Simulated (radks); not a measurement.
Results of a calculation; reference values are marked as such.
How relativity changes the ionisation of neutral dysprosium ([Xe] 4f10 6s2) to Dy+ ([Xe] 4f10 6s1). Spin-unpolarised spherical Kohn-Sham, PBE, point nucleus unless stated (finite: rms radius 5.2218 fm), a radial shooting solver on a logarithmic mesh with Libxc functionals. A level marked "c x" has the speed of light scaled by that factor and shares open shells by 2j + 1; other Dirac levels either fill j = l - 1/2 first or share by 2j + 1.

level                               E(Dy) (hartree)  E(Dy+) (hartree)  IE (eV)   HOMO  <r> HOMO (bohr)
non-rel.                                -11644.6437       -11644.4297    5.822     6s            4.399
scalar-rel.                             -12157.2551       -12157.0259    6.236     4f           0.8819
scalar-rel., finite nucleus             -12156.1758       -12155.9467    6.235     4f           0.8819
Dirac, 2j+1 shares                      -12168.2289       -12167.9996    6.239  4f7/2           0.8931
Dirac, low j first                      -12168.2841       -12168.0549    6.236  4f7/2           0.8960
Dirac, 2j+1 shares, finite nucleus      -12167.1425       -12166.9133    6.238  4f7/2           0.8931
Dirac, c x 0.85                         -12408.8057       -12408.5676    6.480  4f7/2           0.9300
Dirac, c x 1.25                         -11964.7784       -11964.5556    6.062  6s1/2            4.227

NIST Atomic Spectra Database: 5.939 eV (measured). The relativistic part of the total energy of Dy is -522.5 hartree (Dirac, 2j+1 shares, finite nucleus), 4.5 % of the non-relativistic value. Spin polarisation and multiplet splitting of open shells are left out at every level.

Beside tabulated values, note that relativity, absent from the non-relativistic runs, is large for the heavy elements, and spin-unpolarised runs miss the spin-polarisation part of the exchange energy of open shells.
